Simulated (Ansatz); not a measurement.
Steps of a relaxation of Cl3H2NbO2 (`[OH][Nb]([OH])([Cl])([Cl])[Cl]`) with RKS PBE0-D4/def2-TZVP.

```sh
$ ansatz run in.yaml --threads 4 --pin off --events-out ev --progress --plain --max-ram 11315MiB
```

```yaml
crystal:
  periodic: [false, false, false]
  atoms:
    - {symbol: O, position_ang: [1.680080, -0.186432, -0.487912]}
    - {symbol: Nb, position_ang: [-0.150820, 0.220972, -0.333663]}
    - {symbol: O, position_ang: [-0.346742, -0.928163, 1.156369]}
    - {symbol: Cl, position_ang: [-1.566362, -1.067879, -1.628695]}
    - {symbol: Cl, position_ang: [0.007770, 1.850870, -2.010233]}
    - {symbol: Cl, position_ang: [-0.900556, 1.921326, 1.092462]}
    - {symbol: H, position_ang: [2.123227, -0.804827, 0.126430]}
    - {symbol: H, position_ang: [-0.754397, -1.062966, 2.029441]}
basis:
  gaussian: {orbitals: def2-TZVP}
hamiltonian: {xc: pbe0, dispersion: d4}
relax: {f_tol: 0.005, max_steps: 150}
```

Positions (Å) and forces (eV/Å) along the path, 11 of 11 steps:

```xyz
8
step=1 energy=-43238.8353 eV
O     1.680   -0.186   -0.488   -0.280   -0.284    0.461
Nb   -0.151    0.221   -0.334    0.192   -0.273    0.176
O    -0.347   -0.928    1.156   -0.245    0.212    0.197
Cl   -1.566   -1.068   -1.629    0.292    0.279    0.262
Cl    0.008    1.851   -2.010   -0.030   -0.272    0.304
Cl   -0.901    1.921    1.092    0.130   -0.293   -0.262
H     2.123   -0.805    0.126   -0.374    0.463   -0.437
H    -0.754   -1.063    2.029    0.315    0.168   -0.700
8
step=2 energy=-43238.8696 eV
O     1.662   -0.186   -0.490    0.169   -0.159    0.140
Nb   -0.150    0.209   -0.331    0.084   -0.094    0.004
O    -0.348   -0.925    1.145   -0.088   -0.099    0.282
Cl   -1.545   -1.046   -1.615   -0.133   -0.132   -0.114
Cl    0.005    1.827   -1.970    0.034    0.187   -0.199
Cl   -0.889    1.890    1.066   -0.084    0.143    0.181
H     2.099   -0.790    0.125   -0.071    0.116   -0.123
H    -0.742   -1.037    2.015    0.088    0.038   -0.169
8
step=3 energy=-43238.8758 eV
O     1.663   -0.192   -0.488   -0.020   -0.016    0.018
Nb   -0.151    0.210   -0.337    0.017   -0.055    0.027
O    -0.349   -0.922    1.145    0.012   -0.048   -0.014
Cl   -1.551   -1.055   -1.624   -0.002   -0.007   -0.007
Cl    0.014    1.838   -1.983    0.000    0.028    0.006
Cl   -0.898    1.883    1.086   -0.014    0.053   -0.004
H     2.095   -0.792    0.128   -0.001    0.013   -0.016
H    -0.731   -1.026    2.017    0.008    0.033   -0.011
8
step=4 energy=-43238.8730 eV rejected
O     1.644   -0.206   -0.495   -0.003    0.014    0.020
Nb   -0.166    0.197   -0.327    0.069    0.046   -0.283
O    -0.354   -0.954    1.141   -0.011    0.099    0.061
Cl   -1.544   -1.056   -1.646   -0.003    0.013    0.024
Cl    0.033    1.846   -1.958   -0.015   -0.005    0.011
Cl   -0.919    1.888    1.078   -0.006   -0.107    0.064
H     2.099   -0.791    0.118    0.001   -0.029    0.015
H    -0.700   -0.981    2.032   -0.032   -0.031    0.089
8
step=5 energy=-43238.8772 eV
O     1.657   -0.199   -0.489   -0.017    0.002   -0.003
Nb   -0.156    0.203   -0.336    0.017   -0.007   -0.050
O    -0.350   -0.933    1.143    0.002    0.001    0.008
Cl   -1.549   -1.057   -1.634    0.007    0.005    0.003
Cl    0.019    1.846   -1.972   -0.002   -0.002    0.017
Cl   -0.907    1.880    1.083   -0.009   -0.006    0.013
H     2.096   -0.795    0.125    0.005   -0.007    0.003
H    -0.718   -1.003    2.025   -0.003    0.015    0.010
8
step=6 energy=-43238.8780 eV
O     1.652   -0.207   -0.493    0.000    0.005   -0.012
Nb   -0.159    0.197   -0.338    0.007    0.022   -0.095
O    -0.352   -0.937    1.144   -0.013    0.004    0.052
Cl   -1.544   -1.060   -1.646    0.008    0.005    0.012
Cl    0.024    1.854   -1.960   -0.005   -0.011    0.024
Cl   -0.919    1.870    1.085   -0.009   -0.015    0.019
H     2.097   -0.800    0.120    0.008   -0.017    0.014
H    -0.707   -0.975    2.033    0.004    0.008   -0.014
8
step=7 energy=-43238.8788 eV
O     1.654   -0.214   -0.499   -0.003   -0.004   -0.010
Nb   -0.157    0.193   -0.343   -0.013    0.020    0.004
O    -0.347   -0.934    1.146    0.006   -0.003   -0.013
Cl   -1.544   -1.062   -1.648    0.012    0.003    0.002
Cl    0.027    1.862   -1.949   -0.002   -0.008    0.009
Cl   -0.934    1.858    1.086    0.001   -0.016   -0.003
H     2.098   -0.808    0.116    0.003   -0.007    0.006
H    -0.705   -0.953    2.035   -0.002    0.015    0.006
8
step=8 energy=-43238.8792 eV
O     1.647   -0.236   -0.511    0.020   -0.007   -0.004
Nb   -0.160    0.184   -0.349   -0.024    0.019    0.015
O    -0.344   -0.936    1.149   -0.058    0.005    0.178
Cl   -1.530   -1.068   -1.668   -0.001   -0.004   -0.001
Cl    0.036    1.882   -1.921    0.000   -0.003    0.010
Cl   -0.968    1.829    1.093    0.007   -0.004   -0.015
H     2.096   -0.826    0.103   -0.006    0.004   -0.001
H    -0.685   -0.886    2.048    0.063   -0.009   -0.183
8
step=9 energy=-43238.8796 eV
O     1.648   -0.236   -0.512   -0.007    0.002   -0.001
Nb   -0.159    0.185   -0.348    0.004   -0.001   -0.004
O    -0.340   -0.937    1.150    0.003    0.002    0.000
Cl   -1.532   -1.068   -1.664    0.001    0.002   -0.001
Cl    0.036    1.882   -1.920    0.000   -0.003    0.000
Cl   -0.968    1.830    1.091   -0.002    0.003    0.004
H     2.095   -0.825    0.105    0.001   -0.003    0.004
H    -0.689   -0.888    2.042    0.001   -0.002   -0.002
8
step=10 energy=-43238.8795 eV rejected
O     1.647   -0.238   -0.514    0.032   -0.004    0.000
Nb   -0.158    0.185   -0.347   -0.036    0.020    0.002
O    -0.336   -0.933    1.153   -0.005   -0.019    0.000
Cl   -1.530   -1.065   -1.665   -0.004   -0.009    0.009
Cl    0.035    1.879   -1.922    0.004    0.014    0.000
Cl   -0.970    1.831    1.093    0.006   -0.004   -0.014
H     2.096   -0.825    0.104    0.001   -0.001    0.002
H    -0.692   -0.891    2.042    0.002    0.003    0.000
8
step=11 energy=-43238.8797 eV
O     1.648   -0.236   -0.512   -0.002    0.000    0.000
Nb   -0.159    0.185   -0.348    0.004   -0.001   -0.001
O    -0.339   -0.936    1.150    0.001   -0.001    0.001
Cl   -1.532   -1.067   -1.663    0.000    0.001    0.000
Cl    0.037    1.882   -1.921    0.000   -0.001    0.000
Cl   -0.969    1.830    1.091   -0.001    0.002    0.001
H     2.094   -0.825    0.105   -0.002    0.000    0.001
H    -0.688   -0.889    2.042    0.001    0.000   -0.001
```

It took 64 s on 4 threads of an Arm Neoverse V2 on a shared host, with 0.79 GiB of host memory at the peak.
